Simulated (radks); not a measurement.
Results of a calculation; reference values are marked as such.
All-electron atom: In4+ in [Kr] 4d9.

Level of theory: Dirac Kohn-Sham, BP86, spin-unpolarised, spherical densities, point nucleus; open shells fill j = l - 1/2 first (a radial shooting solver on a logarithmic mesh with Libxc functionals).

Energy parts (hartree):
| part | energy |
|---|---|
| total | -5880.28486 |
| kinetic | 6179.21743 |
| electron-nucleus | -14188.94130 |
| Hartree | 2289.01333 |
| exchange-correlation | -159.57431 |

Orbitals (lengths in bohr, moments of r in powers of bohr):
orbital  occ.  eigenvalue (hartree)      <r^4>  small-component weight
1s1/2       2             -1021.326  3.716e-06                3.23e-02
2s1/2       2             -154.4211  0.0006499                6.82e-03
2p1/2       2             -144.1300  0.0004203                6.84e-03
2p3/2       4             -136.3766  0.0004908                6.54e-03
3s1/2       2             -30.76801    0.02950                1.96e-03
3p1/2       2             -26.61553    0.02881                1.90e-03
3p3/2       4             -25.21480    0.03255                1.82e-03
3d3/2       4             -17.87121    0.02832                1.70e-03
3d5/2       6             -17.58422    0.02944                1.68e-03
4s1/2       2              -6.16619     0.9627                5.22e-04
4p1/2       2              -4.80185      1.275                4.64e-04
4p3/2       4              -4.55250      1.447                4.40e-04
4d3/2       4              -2.41461      3.491                3.08e-04
4d5/2       5              -2.37968      3.642                3.02e-04
5s1/2       0              -1.65460      32.68                1.08e-04
5p1/2       0              -1.31873      53.97                8.72e-05
5p3/2       0              -1.28205      59.69                8.39e-05

The highest occupied level is 4d5/2 at -64.754 eV. For comparison, the ionisation energy in NIST's Atomic Spectra Database is 69 eV (semi-empirical). In exact Kohn-Sham theory the highest level is minus the ionisation energy, but local and semilocal functionals leave it too shallow, through self-interaction and a potential that decays too fast; potentials with the right tail come closer. The density falls to 0.001 e/bohr^3 at r = 2.80 bohr. Summed over all electrons, <r^2> = 22.76 bohr^2, which gives a Langevin (diamagnetic) susceptibility term of -18 x 10^-6 cm^3/mol.

Beside tabulated values, note that spin-unpolarised runs miss the spin-polarisation part of the exchange energy of open shells.
